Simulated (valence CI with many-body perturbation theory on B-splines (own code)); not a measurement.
Energy levels of Tc³⁷⁺

Calculated by relativistic CI+MBPT: four valence electrons over a frozen Dirac-Fock core [He], a basis of 11 s, 11 p, 9 d, 7 f, 5 g, 2 h, 1 i functions for each j, with the one-electron correlation potential Σ1 (screened to all orders), the two-electron term Σ2, the three-electron term Σ3, Breit, model QED; selected single and double excitations, second order for the rest (own B-spline code, finite nucleus).

The last digits are not significant, and no measured levels were compared; by estimate large intervals hold to a few tenths of a per cent, small ones and those within an open d or f shell to about a per cent. Among the levels kept, up to 290 cm⁻¹ of a level comes from second order outside the variational space, and about a tenth of that is noise between levels of different J, which matters for small intervals.

Levels 46 to 90 of 109, with energies above the lowest level, (2s^2 2p1/2^2) J=0. "Leading %" is the weight of the configuration and term that name the level; weights of strongly mixed levels are sums over their largest components and can fall short. In the jj column 3d3/2^4 stands for four electrons in 3d with j = 3/2.

```csv
No.,Configuration,Term,J,E (Ry),Leading %,Leading jj,Second component
46,2s²2p3p,¹S,0,239.12,70,2s^2 2p3/2 3p3/2 (95 %),25 % 2s²2p3p ³P
47,2s2p²3s,⁵P,3,239.12,52,2s 2p1/2 2p3/2 3s (84 %),38 % 2s2p²3s ³D
48,2s2p²3d,⁵F,1,239.17,53,2s 2p1/2^2 3d3/2 (92 %),27 % 2s2p²3d ³D
49,2s2p²3d,⁵F,2,239.40,33,2s 2p1/2^2 3d3/2 (80 %),19 % 2s2p²3d ³D
50,2s2p²3s,³P,2,240.23,46,2s 2p1/2 2p3/2 3s (90 %),24 % 2s2p²3s ³D
51,2s2p²3d,⁵D,3,240.46,25,2s 2p1/2^2 3d5/2 (87 %),20 % 2s2p²3d ³D
52,2s2p²3p,⁵P°,1,240.49,39,2s 2p1/2 2p3/2 3p1/2 (96 %),30 % 2s2p²3p ⁵D°
53,2s²2p3d,¹D°,2,240.49,38,2s^2 2p3/2 3d3/2 (81 %),34 % 2s²2p3d ³D°
54,2s²2p3d,³F°,3,240.84,43,2s^2 2p3/2 3d3/2 (78 %),36 % 2s²2p3d ³D°
55,2s²2p3d,³F°,4,240.92,97,2s^2 2p3/2 3d5/2 (97 %),
56,2s2p²3p,⁵D°,2,241.05,44,2s 2p1/2 2p3/2 3p1/2 (88 %),17 % 2s2p²3p ³D°
57,2s²2p3d,³P°,1,241.10,62,2s^2 2p3/2 3d3/2 (94 %),31 % 2s²2p3d ³D°
58,2s²2p3d,³P°,0,241.15,98,2s^2 2p3/2 3d3/2 (98 %),
59,2s2p²3d,³F,2,241.36,37,2s 2p1/2^2 3d5/2 (78 %),19 % 2s2p²3d ¹D
60,2s²2p3d,³P°,2,241.53,50,2s^2 2p3/2 3d5/2 (82 %),26 % 2s²2p3d ³D°
61,2s2p²3s,³D,1,242.24,72,2s 2p1/2 2p3/2 3s (96 %),16 % 2s2p²3s ¹P
62,2s²2p3d,¹F°,3,242.25,40,2s^2 2p3/2 3d5/2 (67 %),35 % 2s²2p3d ³D°
63,2s2p²3p,⁵D°,3,242.49,26,2s 2p1/2 2p3/2 3p1/2 (66 %),18 % 2s²2p3d ¹F°
64,2s2p²3s,³D,2,242.59,36,2s 2p1/2 2p3/2 3s (93 %),34 % 2s2p²3s ¹D
65,2s²2p3d,¹P°,1,242.61,68,2s^2 2p3/2 3d5/2 (95 %),17 % 2s²2p3d ³P°
66,2s2p²3s,³P,0,242.74,91,2s 2p1/2 2p3/2 3s (89 %),5 % 2s2p²3s ¹S
67,2s2p²3s,³P,1,242.76,56,2s 2p1/2 2p3/2 3s (90 %),21 % 2s2p²3s ¹P
68,2s2p²3p,⁵D°,3,243.34,45,2s 2p1/2 2p3/2 3p3/2 (96 %),38 % 2s2p²3p ⁵P°
69,2s2p²3p,³P°,2,243.59,34,2s 2p1/2 2p3/2 3p1/2 (92 %),32 % 2s2p²3p ⁵S°
70,2s2p²3p,⁵P°,1,243.69,33,2s 2p1/2 2p3/2 3p3/2 (97 %),23 % 2s2p²3p ³D°
71,2s2p²3p,³D°,2,244.26,50,2s 2p1/2 2p3/2 3p3/2 (94 %),20 % 2s2p²3p ⁵P°
72,2s2p²3p,³P°,0,244.71,64,2s 2p1/2 2p3/2 3p3/2 (88 %),24 % 2s2p²3p ⁵D°
73,2s2p²3p,⁵D°,4,245.04,56,2s 2p1/2 2p3/2 3p3/2 (93 %),43 % 2s2p²3p ³F°
74,2s2p²3p,³F°,2,245.27,47,2s 2p1/2 2p3/2 3p1/2 (92 %),31 % 2s2p²3p ¹D°
75,2s2p²3p,³D°,1,245.38,68,2s 2p1/2 2p3/2 3p1/2 (82 %),10 % 2s2p²3p ³S°
76,2s2p²3p,³P°,2,245.54,56,2s 2p1/2 2p3/2 3p3/2 (91 %),13 % 2s2p²3p ³D°
77,2s2p²3p,³P°,0,245.66,73,2s 2p1/2 2p3/2 3p1/2 (82 %),20 % 2s2p²3p ¹S°
78,2s2p²3p,¹P°,1,246.04,40,2s 2p1/2 2p3/2 3p3/2 (82 %),30 % 2s2p²3p ³P°
79,2s2p²3p,³D°,3,246.11,44,2s 2p1/2 2p3/2 3p3/2 (92 %),24 % 2s2p²3p ¹F°
80,2s2p²3d,⁵F,2,246.56,44,2s 2p1/2 2p3/2 3d3/2 (97 %),15 % 2s2p²3d ⁵D
81,2s2p²3d,⁵D,1,246.59,57,2s 2p1/2 2p3/2 3d3/2 (97 %),19 % 2s2p²3d ⁵F
82,2s2p²3d,⁵D,0,246.59,88,2s 2p1/2 2p3/2 3d3/2 (98 %),10 % 2s2p²3d ³P
83,2s2p²3d,⁵F,3,246.85,61,2s 2p1/2 2p3/2 3d3/2 (76 %),17 % 2s2p²3d ⁵P
84,2s2p²3p,³D°,1,247.02,37,2s 2p1/2 2p3/2 3p1/2 (92 %),14 % 2s2p²3p ¹P°
85,2s2p²3d,⁵F,4,247.04,56,2s 2p1/2 2p3/2 3d5/2 (95 %),35 % 2s2p²3d ⁵D
86,2s2p²3d,³F,2,248.05,28,2s 2p1/2 2p3/2 3d5/2 (95 %),23 % 2s2p²3d ³P
87,2s2p²3s,³D,3,248.09,23,2s 2p3/2^2 3s (37 %),22 % 2s2p²3d ³F
88,2s2p²3d,³F,4,248.25,37,2s 2p1/2 2p3/2 3d3/2 (71 %),24 % 2s2p²3d ⁵D
89,2s2p²3p,³D°,2,248.29,35,2s 2p1/2 2p3/2 3p3/2 (91 %),27 % 2s2p²3p ³P°
90,2s2p²3p,³F°,3,248.30,47,2s 2p1/2 2p3/2 3p3/2 (96 %),31 % 2s2p²3p ³D°
```
